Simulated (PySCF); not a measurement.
## Working out the excitation energy of O⁺

O⁺ [He] 2s2 2p3 (4S) → O⁺ [He] 2s1 2p4 (4P). All numbers are calculated (PySCF 2.14, the spin-free X2C one-electron Hamiltonian (Gaussian nucleus), in x2c-TZVPPall with one added diffuse shell each of s, p, d type (6s4p3d1f, 40 functions)). Frozen: 1s2. Energies in hartree (1 hartree = 27.21139 eV):

```
            part  O⁺ (lower)  O⁺ (upper)
             UHF  -74.426672  -73.876735
CCSD correlation   -0.111703   -0.112781
             (T)   -0.001582   -0.002044
```

Problem. What does Hartree-Fock give?

Solution. (-73.876735) − (-74.426672) = 0.549937 hartree = 14.965 eV.

Problem. What do CCSD and CCSD(T) give?

Solution. The CCSD correlation energies differ by -0.001078 hartree = -0.029 eV and the triples by -0.000462 hartree = -0.013 eV, so CCSD gives 14.936 eV and CCSD(T) 14.923 eV.

Measured between the centres of the two terms (NIST): 14.870 eV, so CCSD(T) (valence) is off by 0.053 eV.

What remains against the reference includes basis incompleteness, the frozen core and higher excitations.
